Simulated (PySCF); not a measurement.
Geometry:
| atom | x (Å) | y (Å) | z (Å) |
| --- | --- | --- | --- |
| C1 | 0.802 | -2.024 | 0.423 |
| C2 | 0.442 | -0.572 | 0.269 |
| C3 | 1.511 | 0.415 | 0.664 |
| N4 | 1.367 | 1.614 | -0.141 |
| C5 | -0.718 | -0.114 | -0.193 |
| Si6 | -1.161 | 1.729 | -0.161 |
| C7 | -1.782 | -1.055 | -0.662 |
| F8 | -2.573 | -0.472 | -1.628 |
| H9 | 1.136 | -2.441 | -0.528 |
| H10 | 1.611 | -2.139 | 1.142 |
| H11 | -0.049 | -2.607 | 0.768 |
| H12 | 1.380 | 0.696 | 1.715 |
| H13 | 2.504 | -0.051 | 0.565 |
| H14 | 1.928 | 2.379 | 0.214 |
| H15 | 1.634 | 1.428 | -1.101 |
| H16 | -0.763 | 2.359 | 1.100 |
| H17 | -0.807 | 2.435 | -1.388 |
| H18 | -2.637 | 1.724 | -0.099 |
| H19 | -1.372 | -1.961 | -1.121 |
| H20 | -2.458 | -1.333 | 0.159 |

Non-relativistic, one computed conformer, one averaged value for each set of equivalent atoms, isolated molecule. Shielding tensors at PBE0/pcSseg-1 (GIAO); coordinates at the GFN2-xTB level; PySCF 2.14.0 with density-fitted response routines.

Shifts are taken against calculated references (same method and geometry level): 13C (186.93 ppm) vs TMS.

Do the 13C shifts follow the atomic charges (in e)? Tabulate both.

Answers


```tsv
atoms	hybridisation	δ (ppm)	σ para (ppm)	Hirshfeld	IAO	Mulliken	ESP-fitted
C2	sp2	150.2	-225	+0.01	+0.01	-0.37	+0.11
C5	sp2	142.0	-215	-0.11	-0.30	-0.49	-0.13
C7	sp3	88.2	-143	+0.02	+0.04	+0.26	+0.03
C3	sp3	52.3	-112	-0.02	-0.16	+0.03	+0.05
C1	sp3	19.8	-80	-0.12	-0.44	-0.16	-0.49
```

Correlation coefficients of δ with charge over these carbons: Hirshfeld +0.26, IAO +0.48, Mulliken -0.55, ESP-fitted +0.60; with the paramagnetic shielding -1.00. With so few points, grouped by hybridisation, these coefficients are fragile. Charge is one influence among several: hybridisation and low-lying excitations act through the paramagnetic term.

Shifts are as computed. Against solution values, carbons near 30 ppm lie about +3 ppm off and those near 130 ppm about +5 ppm. Of 1309 compounds with measured shifts, 239 miss one by over three times the rms of a fit or turn the order of signals round; such compounds aren't used in these exercises.
